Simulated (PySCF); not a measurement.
Structure problem from calculated spectra and properties.

Formula: C6H8FN.

| Quantity | Value |
| --- | --- |
| UV, first state | lowest singlet excitation: 7.64 eV (162 nm, f = 0.000) [TDDFT wB97X-D/def2-SVPD] |
| 13C NMR | chemical shifts (computed TMS as zero) by class: 123.1 (1 C), 95.4 (1 C), 37.0 (1 C), 33.9 (1 C), 31.6 (1 C), 24.1 (1 C) ppm [GIAO PBE0/pcSseg-1] |
| Rotational structure | rotational constants A, B, C: 3.621, 1.678, 1.329 GHz [PBE0-D3(BJ)/def2-SVP] |
| Polarisability | 71.6 au [wB97X-D/def2-SVPD] |
| Triplet | lowest triplet excitation (Tamm–Dancoff): 6.35 eV [TDA wB97X-D/def2-SVPD] |
| UV, strongest line | among the 10 lowest singlet transitions: S10 at 9.74 eV (127 nm, f = 0.027) [TDDFT wB97X-D/def2-SVPD] |
| Couplings | largest of the computed one-bond spin–spin couplings (means over like bonds): 19F–13C -241.1, 13C–1H +167.2, 13C–1H +144.5, 13C–1H +141.0, 13C–1H +139.6, 13C–1H +139.4, 13C–1H +135.6, 13C–1H +134.7 Hz [B3LYP/pcJ-1, spin–dipole term left out for some pairs] |

The electronic properties come from PySCF, for the isolated species, density fitting. Levels stand in brackets. The structure is a single PBE0-D3(BJ)/def2-SVP conformer in the gas phase; no vibrational or solvent corrections. Each NMR value is the plain mean over a class of atoms that symmetry, rotation or inversion makes alike.

Task: What is the compound? Reason from the data.

Result: Numbering: `[N:1]#[C:2][C@@H:3]1[CH2:4][CH2:5][CH2:6][C@@H:7]1[F:8]`. Its formula, C6H8FN, gives 3 degrees of unsaturation: 1 ring and 2 π bonds in the structure found. 6 carbons fall into 6 classes; from least to most shielded: nitrile carbon [C2] (123.1 ppm), sp3 C–F carbon [C7] (95.4 ppm), sp3 carbon next to a nitrile [C3] (37.0 ppm), ring CH2 carbon [C6] (33.9 ppm), ring CH2 carbon [C4] (31.6 ppm), ring CH2 carbon [C5] (24.1 ppm). The couplings run between: -241.1 Hz, alkyl fluorine [F8] and sp3 C–F carbon [C7]; +167.2 Hz, sp3 C–F carbon [C7] and its hydrogen; +144.5 Hz, ring CH2 carbon [C4] and its hydrogen; +141.0 Hz, ring CH2 carbon [C5] and its hydrogen; +139.6 Hz, ring CH2 carbon [C6] and its hydrogen; +139.4 Hz, ring CH2 carbon [C4] and its hydrogen; +135.6 Hz, sp3 carbon next to a nitrile [C3] and its hydrogen; +134.7 Hz, ring CH2 carbon [C6] and its hydrogen. The optimised geometry has point group C1 and is an asymmetric top. Structure: `N#C[C@@H]1CCC[C@@H]1F`. Computed isomers that give other values at the same levels: `[H]/N=C/[C@@H]1[C@@H](F)C12CC2` (rotational constant A: 2.777 GHz; this holds for the one conformer computed); `NCC#C[C@@H]1C[C@@H]1F` (rotational constant A: 4.249 GHz; this holds for the one conformer computed); `C/C(C#N)=C(/C)CF` (lowest singlet excitation: 5.88 eV (211 nm, f = 0.394)). The assignments are read from this structure; whether some other isomer fits the data as well wasn't checked. The mirror image fits equally.
